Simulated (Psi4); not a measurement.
CH3ClGa (SMILES [CH3][Ga][Cl]), doublet, geometry from GFN2-xTB (such geometries of metal compounds can be far from the true shape) (the spin is typed, not shown lowest); WB97X/def2-TZVP run with Psi4.

The Psi4 input:
```
memory 2 GB

molecule {
0 2
  Ga    0.50176795    0.31351713    0.10944034
  C    -0.42148577    1.58617638   -1.41951157
  H    -1.34994940    1.96354136   -0.99462624
  H    -0.63299857    0.93812317   -2.26812967
  H     0.23050747    2.40482668   -1.71042882
  Cl   -0.66314421   -1.44368120    0.59397669
}

set basis def2-tzvp
set reference uks

energy('wb97x')
print_variables()
```

Q: Write the output that Psi4 gives for this input, abridged.

A: 
```
   => Loading Basis Set <=

    Name: DEF2-TZVP
    Role: ORBITAL
    Keyword: BASIS

         ---------------------------------------------------------
                                   SCF
               by Justin Turney, Rob Parrish, Andy Simmonett
                          and Daniel G. A. Smith
                              UKS Reference
         ---------------------------------------------------------

  ==> Geometry <==

    Molecular point group: c1
    Full point group: C1

    Geometry (in Angstrom), charge = 0, multiplicity = 2:

       Center              X                  Y                   Z               Mass
    ------------   -----------------  -----------------  -----------------  -----------------
         GA           0.463327405400     0.351294419476     0.056734375637    68.925573500000
         C           -0.459926314600     1.623953669476    -1.472217534363    12.000000000000
         H           -1.388389944600     2.001318649476    -1.047332204363     1.007825032230
         H           -0.671439114600     0.975900459476    -2.320835634363     1.007825032230
         H            0.192066925400     2.442603969476    -1.763134784363     1.007825032230
         CL          -0.701584754600    -1.405903910524     0.541270725637    34.968852682000

  Running in c1 symmetry.

  Rotational constants: A =      0.41808  B =      0.10236  C =      0.08354 [cm^-1]
  Rotational constants: A =  12533.60282  B =   3068.69163  C =   2504.37423 [MHz]
  Nuclear repulsion =  222.972959895661631

  Charge       = 0
  Multiplicity = 2
  Electrons    = 57
  Nalpha       = 29
  Nbeta        = 28

  ==> Algorithm <==

  SCF Algorithm Type is DF.
  DIIS enabled.
  MOM disabled.
  Fractional occupation disabled.
  Guess Type is SAD.
  Energy threshold   = 1.00e-06
  Density threshold  = 1.00e-06
  Integral threshold = 1.00e-12

  ==> Primary Basis <==

  Basis Set: DEF2-TZVP
    Blend: DEF2-TZVP
    Number of shells: 52
    Number of basis functions: 134
    Number of Cartesian functions: 151
    Spherical Harmonics?: true
    Max angular momentum: 3

  ==> DFT Potential <==

   => LibXC <=

    Version 7.1.2
    S. Lehtola, C. Steigemann, M. J. T. Oliveira, and M. A. L. Marques,  SoftwareX 7, 1–5 (2018) (10.1016/j.softx.2017.11.002)

   => Composite Functional: WB97X <=

    wB97X Hyb-GGA Exchange-Correlation Functional

    J.-D. Chai and M. Head-Gordon,  J. Chem. Phys. 128, 084106 (2008) (10.1063/1.2834918)

[...]
      Ntotal   =   57.0000064021 ; deviation = 6.402e-06

   @Spin Contamination Metric:   1.054816277E-02
   @S^2 Expected:                7.500000000E-01
   @S^2 Observed:                7.605481628E-01
   @S   Expected:                5.000000000E-01
   @S   Observed:                5.000000000E-01

    Orbital Energies [Eh]
    ---------------------

    Alpha Occupied:

[...]
    Alpha Virtual:

[...]
    Beta Occupied:

[...]
      28A     -0.387766

    Beta Virtual:

[...]
     134A     24.915259

    Final Occupation by Irrep:
              A
    DOCC [    28 ]
    SOCC [     1 ]
    NA   [    29 ]
    NB   [    28 ]

  @DF-UKS Final Energy: -2425.04272668033491

   => Energetics <=

    Nuclear Repulsion Energy =            222.9729598956616314
    One-Electron Energy =               -3817.2816945976478564
    Two-Electron Energy =                1254.4963276451403544
    DFT Exchange-Correlation Energy =     -85.2303196234887821
    Empirical Dispersion Energy =           0.0000000000000000
    VV10 Nonlocal Energy =                  0.0000000000000000
    Total Energy =                      -2425.0427266803349085

  UHF NO Occupations:
  HONO-2 :   27  A 1.9995333
  HONO-1 :   28  A 1.9954772
  HONO-0 :   29  A 1.0000000
  LUNO+0 :   30  A 0.0045228
  LUNO+1 :   31  A 0.0004667
  LUNO+2 :   32  A 0.0000921
  LUNO+3 :   33  A 0.0000794

Computation Completed

Properties will be evaluated at   0.000000,   0.000000,   0.000000 [a0]

Properties computed using the SCF density matrix

 Multipole Moments:

 ------------------------------------------------------------------------------------
     Multipole            Electronic (a.u.)      Nuclear  (a.u.)        Total (a.u.)
 ------------------------------------------------------------------------------------

 L = 1.  Multiply by 2.5417464519 to convert [e a0] to [Debye]
 Dipole X            :          4.4771043           -4.1406002            0.3365041
 Dipole Y            :         -3.2635200            4.0691579            0.8056379
 Dipole Z            :          5.3241496           -5.6771905           -0.3530410
 Magnitude           :                                                    0.9417672

 ------------------------------------------------------------------------------------

  Variable Map:
  ----------------------------------------------------------------------------
[...]
  Array Variable Map:
  ----------------------------------------------------------------------------
[...]
[...]
```
